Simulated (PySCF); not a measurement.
# Correlation energy of Os (osmium, neutral)

[Xe] 4f14 5d6 6s1 7s1, high-spin 7D determinant (an excited configuration). Computed with PySCF 2.14 in aug-cc-pwCVDZ-PP with ECP60MDF (6s6p5d3f, 70 functions), with a scalar-relativistic core potential. Frozen: 5s2 5p6; 8 electrons correlated.

```json
{"level": "CCSD", "correlation energy (mhartree)": "-130.41"}
{"level": "(T)", "correlation energy (mhartree)": "-2.80"}
{"level": "CCSD(T)", "correlation energy (mhartree)": "-133.21"}
```

Diagnostics: T1 = 0.0096, D1 = 0.0341, largest double amplitude 0.035.

Spin-orbit coupling, absent here, splits the open shell strongly. The outer electron is Rydberg-like, and this basis confines it to a smaller radius and binds it less than a complete one would.

Cost of the coupled-cluster step: of the order of 18 core-seconds, for 8 correlated electrons.

Iterations:

```
CC2 = 0
CCSD nocc = (np.int64(7), np.int64(1)), nmo = (66, 66)
frozen orbitals [[0, 1, 2, 3], [0, 1, 2, 3]]
max_cycle = 100
direct = 0
conv_tol = 1e-08
conv_tol_normt = 1e-06
diis_space = 8
diis_start_cycle = 0
Init t2, MP2 energy = -0.123458984672825
Init E_corr(UCCSD) = -0.123458984673607
cycle = 1  E_corr(UCCSD) = -0.128688705395951  dE = -0.00522972072  norm(t1,t2) = 0.0339209
cycle = 2  E_corr(UCCSD) = -0.1297348890647  dE = -0.00104618367  norm(t1,t2) = 0.0139087
cycle = 3  E_corr(UCCSD) = -0.130416444978264  dE = -0.000681555914  norm(t1,t2) = 0.00692656
cycle = 4  E_corr(UCCSD) = -0.130385994633712  dE = 3.04503446e-05  norm(t1,t2) = 0.00184796
cycle = 5  E_corr(UCCSD) = -0.130408364323972  dE = -2.23696903e-05  norm(t1,t2) = 0.00101836
cycle = 6  E_corr(UCCSD) = -0.130412976479498  dE = -4.61215553e-06  norm(t1,t2) = 0.000469667
cycle = 7  E_corr(UCCSD) = -0.130410842694954  dE = 2.13378454e-06  norm(t1,t2) = 0.000227928
cycle = 8  E_corr(UCCSD) = -0.130411269926547  dE = -4.27231593e-07  norm(t1,t2) = 9.62757e-05
cycle = 9  E_corr(UCCSD) = -0.130411112700452  dE = 1.57226095e-07  norm(t1,t2) = 4.24581e-05
cycle = 10  E_corr(UCCSD) = -0.130411089266359  dE = 2.34340933e-08  norm(t1,t2) = 2.07161e-05
cycle = 11  E_corr(UCCSD) = -0.130411066504614  dE = 2.27617444e-08  norm(t1,t2) = 1.05783e-05
cycle = 12  E_corr(UCCSD) = -0.130411141676981  dE = -7.51723667e-08  norm(t1,t2) = 3.48713e-06
cycle = 13  E_corr(UCCSD) = -0.130411154403665  dE = -1.27266839e-08  norm(t1,t2) = 1.64818e-06
cycle = 14  E_corr(UCCSD) = -0.130411147854153  dE = 6.54951235e-09  norm(t1,t2) = 6.45111e-07
UCCSD converged
E(UCCSD) = -90.04607783212151  E_corr = -0.1304111478541526
UCCSD(T) correction = -0.00280122904283902
```
